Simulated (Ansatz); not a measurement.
Calculated with Ansatz (gas phase, PBE0-D4/def2-TZVP geometries, no zero-point term in ΔE). CCSD(T)/CBS adds triple-zeta CCSD(T) − MP2 to the extrapolated MP2 energy (def2 sets, frozen cores). Functionals use def2-TZVPP. Elements past krypton have def2 core potentials. For Sn outer-core shells are correlated without core-valence functions, which leaves a few kJ/mol of doubt a bond. Each species was taken in one conformer, which may not be the lowest.

Reaction (redistribution): `CC(C)[O][Sn][OH]` + `SBS` → `[OH][Sn][SH]` + `CC(C)OBS`

`CC(C)[O][Sn][OH]`:

```xyz
14

C     0.822   -0.776    0.170
C    -0.390   -0.317   -0.622
C    -1.682   -0.643    0.105
O    -0.371    1.052   -0.932
Sn    0.510    2.779   -0.572
O     2.021    2.279    0.612
H     0.801   -1.859    0.308
H     0.828   -0.317    1.164
H     1.748   -0.524   -0.353
H    -0.391   -0.859   -1.580
H    -1.776   -1.719    0.278
H    -1.708   -0.135    1.074
H    -2.540   -0.309   -0.480
H     2.127    1.349    0.826
```

`SBS`:

Z-matrix (Å, degrees):
```
B
S 1 1.787
S 1 1.783 2 122.5
H 1 1.190 2 121.4 3 -180.0
H 2 1.342 1 97.3 3 180.0
H 3 1.346 1 98.9 2 0.0
```

`[OH][Sn][SH]`:

Z-matrix (Å, degrees):
```
O
Sn 1 1.976
H 1 0.960 2 118.2
S 2 2.454 1 99.3 3 0.0
H 4 1.344 2 95.9 1 0.0
```

`CC(C)OBS`:

```xyz
15

C    -0.744    1.438   -0.606
C     0.069    0.497    0.255
C    -0.519    0.308    1.635
O     0.113   -0.779   -0.391
B     1.266   -1.316   -0.822
S     1.293   -2.924   -1.637
H    -0.801    2.425   -0.142
H    -0.293    1.547   -1.594
H    -1.760    1.055   -0.731
H     1.095    0.873    0.341
H    -0.568    1.263    2.162
H    -1.530   -0.100    1.564
H     0.090   -0.381    2.224
H     2.320   -0.758   -0.686
H    -0.031   -3.148   -1.572
```

```csv
level,ΔE (kJ/mol)
r2SCAN,-86.5
PBE0,-92.0
CCSD(T)/def2-TZVPP,-85.3
MP2/def2-QZVPP,-80.7
```

Problem. What does CCSD(T)/CBS give? (Best estimate.)

Solution. Ansatz gave: -83.6 kJ/mol. The listed levels differ from it by -2.9, -8.4, -1.7, 2.9 kJ/mol.

Largest T1 diagnostic among the species: 0.017.

The D4 term adds +6.7 kJ/mol with B3LYP and +3.5 kJ/mol with PBE0; it sums over pairs of atoms, weighted by their polarisabilities, and B3LYP, whose exchange is more repulsive, gets the larger term. In def2-TZVPP, CCSD(T) changes the Hartree–Fock value by +24.2 kJ/mol (the triples alone add +4.1 kJ/mol) and MP2 by +27.7 kJ/mol. From PBE to PBE0 (25 % exact exchange), in def2-TZVPP and without D4, ΔE moves by −6.3 kJ/mol.

B3LYP here is the variant with VWN-RPA as its local correlation; programs differ in this.
